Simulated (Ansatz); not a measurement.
BGeH₃S (SMILES [BH]1[S][GeH2]1), closed shell: a single point displaced at random from a GFN2-xTB minimum.

Input (in.yaml):

```yaml
crystal:
  periodic: [false, false, false]
  atoms:
    - {symbol: B, position_ang: [-0.599600, -1.154000, -0.181100]}
    - {symbol: S, position_ang: [0.853100, -1.197500, 0.524300]}
    - {symbol: Ge, position_ang: [-0.138500, 0.784800, -0.180600]}
    - {symbol: H, position_ang: [-1.511600, -1.432500, -0.496000]}
    - {symbol: H, position_ang: [1.021800, 1.351900, -1.105700]}
    - {symbol: H, position_ang: [0.195700, 1.504500, 1.265300]}
basis:
  gaussian: {orbitals: def2-TZVPP}
hamiltonian: {xc: {name: wB97M-V}}
output: {forces: true}
```

An equivalent command:

```bash
ansatz run in.yaml --threads 4 --pin off --events-out ev --progress --plain
```

Output of Ansatz 0.2.0:

```
Functional definition: wB97M-V
  name "wB97M-V"
  cite "Mardirossian & Head-Gordon, J. Chem. Phys. 144, 214110 (2016) doi:10.1063/1.4952647"
  cite "Becke, J. Chem. Phys. 107, 8554 (1997) doi:10.1063/1.475007"
  cite "Vydrov & Van Voorhis, J. Chem. Phys. 133, 244103 (2010) doi:10.1063/1.3521275"
  # Of w^i u^j: cxij and so on, Table III.
  parameter omega = 0.3/bohr
  parameter cx = 0.15
  parameter cx01 = 1.007
  parameter cx10 = 0.259
  parameter css00 = 0.443
  parameter css04 = -1.437
  parameter css10 = -4.535
  parameter css20 = -3.390
  parameter css43 = 4.278
  parameter cos00 = 1.000
  parameter cos10 = 1.358
  parameter cos20 = 2.924
  parameter cos21 = -8.812
  parameter cos60 = -1.390
  parameter cos61 = 9.142
  parameter b = 6.0
  parameter c = 0.01
  gx(w, u) = 1 - cx + cx01*u + cx10*w
  gss(w, u) = css00 + css04*u^4 + css10*w + css20*w^2 + css43*w^4*u^3
  gos(w, u) = cos00 + cos10*w + (cos20 + cos21*u)*w^2 + (cos60 + cos61*u)*w^6
  exchange = spin_sum(e_x_unif_sr(omega)*gx(b97_w, b97_u_x)) + cx*exact_x_sr(omega) + exact_x_lr(omega)
  correlation = spin_sum(e_c_pw_mod_same_spin*gss(b97_w, b97_u_same))
      + integral(e_c_pw_mod_opposite_spin*gos(b97_w_opposite, b97_u_opposite)) + vv10(b, c)
1023 factors; their error is unknown
215 factors; integrals over basis functions are off by at most 6.1e-6 eV
mean field evaluation 1: about -68072.7660 eV, gradient 2.2e1 eV
mean field evaluation 2: about -68073.2554 eV, gradient 1.9e1 eV
mean field evaluation 4: about -68073.7380 eV, gradient 1.0e0 eV
mean field evaluation 8: about -68073.9037 eV, gradient 1.4e-1 eV
mean field evaluation 16: about -68073.9038 eV, gradient 1.1e-4 eV
mean field -68073.90377243 eV, -2501.6698214874 hartree, gradient 3.7e-5 eV, S^2 0.000000; 0 other end points of the search recorded, 0 dependent functions left out
the calculation of the forces begins
reference -68073.90381623 eV, -2501.6698230971 hartree; 28, 28 occupied and 135, 135 virtual orbitals, 1023 factors
Total energy: -68073.90381623 eV, -2501.6698230971 hartree
Atom 0 at    -0.599600    -1.154000    -0.181100 Å, force     2.816083     1.765604     0.973026 eV/Å
Atom 1 at     0.853100    -1.197500     0.524300 Å, force     2.673379    -1.038810     1.109548 eV/Å
Atom 2 at    -0.138500     0.784800    -0.180600 Å, force     1.676959     2.872656     1.025482 eV/Å
Atom 3 at    -1.511600    -1.432500    -0.496000 Å, force    -5.968241    -2.910548    -2.105872 eV/Å
Atom 4 at     1.021800     1.351900    -1.105700 Å, force    -0.597039    -0.265266     0.290957 eV/Å
Atom 5 at     0.195700     1.504500     1.265300 Å, force    -0.601142    -0.423635    -1.293141 eV/Å
Dipole moment:    -0.168818    -0.015342    -0.095077 e Å
```

The lines “mean field evaluation” count trial sets of orbitals through the whole run, from several starts and some on an approximate energy, so they need not fall steadily or lie above the final value.

Hardware: 4 CPU threads, shared host. Wall time about 6.5 s.
